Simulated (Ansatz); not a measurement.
Total energies of `CC(=O)SCCCCc1ccc2ccc3cccc4ccc1c2c34` from Ansatz at PBE0-D4/def2-TZVP, gas phase (1 Eh = 27.2114 eV = 2625.5 kJ/mol). The reference geometry is relaxed at PBE-D4/def2-SVP.

```
                state                    geometry  energy (Eh)
     charge 0 singlet                   reference  -1323.01993
     charge 1 doublet                   reference  -1322.76230
     charge 1 doublet  relaxed at PBE-D4/def2-SVP  -1322.76480
    charge -1 doublet                   reference  -1323.03839
free C atom (triplet)                           –    -37.80537
free O atom (triplet)                           –    -75.01860
free S atom (triplet)                           –   -397.97371
free H atom (doublet)                           –     -0.50104
```

Single mean-field runs in def2-TZVP are fitted with def2-universal-jkfit.

(1) Work out the vertical ionisation energy to the doublet.

(2) Work out the vertical electron affinity, to the doublet.

(3) Give the fundamental gap IE − EA, the Mulliken electronegativity (IE + EA)/2 and the hardness (IE − EA)/2.

(4) How much does the charge 1 doublet relax, and what is the adiabatic ionisation energy?

(5) What is the binding energy per atom against free atoms?

(1) E(charge 1 doublet) − E(charge 0 singlet) = -1322.76230 − (-1323.01993) = 0.25763 Eh = 7.01 eV. For comparison, −ε of the highest occupied level is 5.67 eV at this level, 1.34 eV less.

(2) E(charge 0 singlet) − E(charge -1 doublet) = -1323.01993 − (-1323.03839) = 0.01846 Eh = 0.50 eV. The basis lacks diffuse functions, which makes affinities too small.

(3) From the values in Eh: IE − EA = 0.25763 − 0.01846 = 0.23917 Eh = 6.51 eV; (IE + EA)/2 = 3.76 eV; (IE − EA)/2 = 3.25 eV. The HOMO–LUMO gap of the same run is 3.94 eV, 2.57 eV smaller than the fundamental gap.

(4) Relaxation: -1322.76230 − (-1322.76480) = 0.00250 Eh = 0.07 eV. Adiabatic ionisation energy: 0.25513 Eh = 6.94 eV, without zero-point energy. 

(5) Atoms: 22 × (-37.80537) + 1 × (-75.01860) + 1 × (-397.97371) + 20 × (-0.50104) = -1314.73125 Eh. Binding: -1314.73125 − (-1323.01993) = 8.28868 Eh = 225.55 eV, or 5.13 eV for each of 44 atoms (no zero-point energy, no counterpoise term).

At PBE0-D4/def2-TZVP the highest occupied level of the charge -1 doublet lies above zero (up to 0.78 eV). By energy differences its removal costs 0.50 eV (vertical, to the charge 0 singlet, at PBE0-D4/def2-TZVP); self-interaction error and the lack of diffuse functions both raise the level.
